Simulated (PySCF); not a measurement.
# Reading the logs of faulty runs: Ge2H4O

Calculated results; nothing here was measured. They come from PySCF 2.14.0, an open-source quantum chemistry program, on an isolated molecule that a program drew, which may never have been made. The molecule is Ge2H4O (charge 0, singlet), drawn as the SMILES string `[GeH][O][GeH3]`.

Each row is a Hartree-Fock (HF) and frozen-core CCSD(T) single point in the cc-pVDZ basis, meant for a local HF minimum. Run 1 is clean. Each other run has one planted mistake out of seven kinds, and not every kind appears here: one electron removed, one electron added, multiplicity raised by two, geometry at a saddle point, minimal basis STO-3G, one bond length entered in bohr, all coordinates scaled. The reference is restricted for singlets and unrestricted otherwise, and also for a bond in bohr. Adding or removing an electron swaps singlet and doublet. Electrons count all cores. HOMO and LUMO are orbital energies over both spins, the gradient is its largest component, and the lowest frequency (negative if imaginary) is given only where the gradient is small. Bond lengths are over the 6 bonds as drawn. T1 is the CCSD diagnostic: over 0.02 (restricted) or 0.045 (unrestricted) a single reference is doubtful. Germanium has the cc-pVDZ-PP basis, with a core potential (ECP10MDF) in place of its 10 inner electrons, and its 3s, 3p and 3d shells are frozen in CCSD(T).

Geometry of the clean run:
```xyz
7
Ge2H4O, angstrom
Ge   -1.0828    2.4791    1.4503
O    -0.1474    2.5642   -0.0546
Ge    0.4483    1.5319   -1.3731
H    -1.3869    0.9003    1.4126
H     1.9762    1.5848   -1.3525
H    -0.0956    2.0963   -2.6855
H    -0.0486    0.1012   -1.1487
```

```
run,electrons,basis functions,<S^2>,HOMO (eV),LUMO (eV),gradient (hartree/bohr),lowest frequency (cm^-1),mean bond (Å),longest bond (Å),T1,HF (hartree),CCSD(T) (hartree),mistake
1,76,80,0.000,-9.09,0.99,2.2e-05,38,1.6247,1.777,0.0187,-663.95428,-664.36828,no fault
2,75,80,0.786,-16.47,-7.31,7.4e-02,-,1.6247,1.777,0.0319,-663.65381,-664.04771,one electron removed
3,77,80,0.765,-0.40,7.70,6.8e-02,-,1.6247,1.777,0.0171,-663.94260,-664.36123,one electron added
4,76,80,0.000,-9.22,0.83,3.0e-02,-,1.6913,1.850,0.0212,-663.94419,-664.36514,?
5,76,80,0.878,-7.00,0.77,6.2e-03,-,1.8632,3.039,0.0478,-663.87917,-664.27899,?
```

**Which mistake was planted in run 4, and what did it cost?**

The mean and the longest bond both change by the same factor, 1.041, and the gradient is no longer small. So the mistake is: all coordinates scaled. Subtracting run 1 and multiplying by 627.51 kcal/mol a hartree, the energy moved by 6.3 kcal/mol in HF and 2.0 kcal/mol in CCSD(T).

**Which mistake was planted in run 5, and what did it cost?**

The mean bond changes by a factor of 1.147 and the longest by 1.710, so the molecule wasn't scaled as a whole. A length L in bohr read as angstrom grows by (1/0.5292 - 1) L = 0.890 L. The 6 bonds together grew by 6 x 0.2385 = 1.431 Å, which gives L = 1.608 Å. That is bond Ge1-H4, 1.608 Å in the clean geometry. So the mistake is: one bond length entered in bohr. Subtracting run 1 and multiplying by 627.51 kcal/mol a hartree, the energy moved by 47.1 kcal/mol in HF and 56.0 kcal/mol in CCSD(T).

Cautions from the logs. Run 3: the added electron raises the CCSD(T) energy, so it isn't bound in this basis; run 4: T1 is over the limit, so its CCSD(T) energy is less reliable; run 5: T1 is over the limit, so its CCSD(T) energy is less reliable.
